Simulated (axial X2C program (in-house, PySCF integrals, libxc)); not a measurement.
# Working with the constants of CoBr⁺

A bond curve at the PBE0 level, two-component, was computed with an in-house all-electron X2C program for linear molecules (integrals from PySCF) (basis Br dyall-cv3z [8s9p6d4f1g], Co dyall-cv3z [9s10p6d3f2g] (cores contracted in-house)) for the state Ω = 7/2 (⟨Sz⟩ = 1.50, ⟨Lz⟩ = 2.00 at PBE0). Its fit gives Re = 2.1478 Å, ωe = 369.9 cm⁻¹, ωexe = 0.919 cm⁻¹ and αe = 3.895e-04 cm⁻¹; the masses are 78.9183 and 58.9332 u. Two-component means X2C with spin–orbit coupling and atomic mean-field Coulomb and Gaunt terms.

Find the reduced mass, Be and the force constant.

From the PBE0 values: μ = 33.7385 u. Be = 16.8576/(μ Re²) = 0.1083 cm⁻¹. k = 5.8918×10⁻⁷ μ ωe² = 2.72 mdyn/Å.

A Morse curve ties αe to the other constants (Pekeris). How well does that hold?

αe(Morse) = 6Be²/ωe × (√(ωexe/Be) − 1) = 3.640e-04 cm⁻¹; the PBE0 curve gives 3.895e-04 cm⁻¹, a ratio of 0.93.

Estimate the centrifugal constant by the Kratzer relation.

D = 4Be³/ωe² = 3.71e-08 cm⁻¹.

Where do the fundamental and the first overtone lie?

ν(1←0) = ωe − 2ωexe = 368.1 cm⁻¹; ν(2←0) = 2ωe − 6ωexe = 734.3 cm⁻¹.

One determinant describes the state; a PBE0 search over occupations chose it and may have missed a lower one. Density functionals use the spin component along the axis (collinear). PBE0 can misorder states that lie within some tenths of an eV, so this need not be the ground state of the molecule. The nearest other 2c determinant of the search, Ω = 9/2, lies 0.05 eV up at the distance of the search. Without a current term, density functionals place determinants with orbital angular momentum somewhat too high. With several unpaired electrons one determinant need not be a pure state.
